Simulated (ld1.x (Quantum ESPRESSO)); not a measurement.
W, TM semilocal: configuration errors across variants

```
Element                 : W (Z = 74)
Generator               : ld1.x (Quantum ESPRESSO) 7.5
Type                    : norm-conserving Troullier–Martins (semilocal form)
Functional              : PBE
Relativity              : scalar-relativistic
Frozen core             : [Kr] 4d10 4f14
Valence charge          : 14
Reference configuration : 5s2 5p6 5d4 6s2 6p0
Partial waves           : 5s (bound): rc 1.80 bohr; 5d (bound): rc 2.10 bohr; 5p (bound): rc 1.50 bohr
Local potential         : the p channel
Core correction         : none
```

Occupied shells without a wave of their own: 6s. They enter only through the test configuration that unscreens the potential.

All-electron excitation energies from the reference (eV): (1) 5s2 5p6 5d4 6s1 6p0 8.883; (2) 5s2 5p6 5d4 6s0 6p0 24.563; (3) 5s2 5p6 5d3 6s0 6p0 49.945; (4) 5s2 5p6 5d4 6s0 6p1 14.336; (5) 5s2 5p6 5d4 6s1.5 6p0 3.633.

A semilocal file is local in each channel, so a ghost entry of none says nothing of the separable form that plane-wave codes build from it.

For the base: The 6s level has no wave, so the channel is fitted at the deeper level alone: the likely source of the large errors.

Tests that are not counted but printed errors over 1 eV. “base”: 5s2 5p6 5d3 6s2 6p1 (solver errors, printed error -81.6 eV). “wave 5s (bound): rc 1.80 bohr becomes 5s (bound): rc 1.90 bohr”: all (the test run did not reproduce the reference configuration, from which every error is measured).

4 further variants failed, have other tests or too few solved ones, and are left out.

The file “base” misses its own reference levels by 10.0 eV. The file “wave 5s (bound): rc 1.80 bohr becomes 5s (bound): rc 1.34 bohr” misses its own reference levels by 0.3 eV. The file “wave 5s (bound): rc 1.80 bohr becomes 5s (bound): rc 1.52 bohr” misses its own reference levels by 0.9 eV. The file “wave 5s (bound): rc 1.80 bohr becomes 5s (bound): rc 1.90 bohr” misses its own reference levels by 11.1 eV.

Errors AE − PS in meV (a dash: test not solved or not reliable):

```tsv
change	(1)	(2)	(3)	(4)	(5)	bound ghosts
base	+17264	+12120	+9089	+13340	+19241	not determined
wave 5s (bound): rc 1.80 bohr becomes 5s (bound): rc 1.22 bohr	-179	-433	-586	-311	-80	none
wave 5s (bound): rc 1.80 bohr becomes 5s (bound): rc 1.34 bohr	-396	-965	-1307	-768	-178	none
wave 5s (bound): rc 1.80 bohr becomes 5s (bound): rc 1.52 bohr	-1061	-2594	-3489	-2180	-477	none
wave 5s (bound): rc 1.80 bohr becomes 5s (bound): rc 1.90 bohr	–	–	–	–	–	not determined
```

(1) Give the same row for: wave 5s (bound): rc 1.80 bohr becomes 5s (bound): rc 1.72 bohr.

## Answers

(1) -2556, -6232, -8319, -5369, -1153; bound ghosts: none.
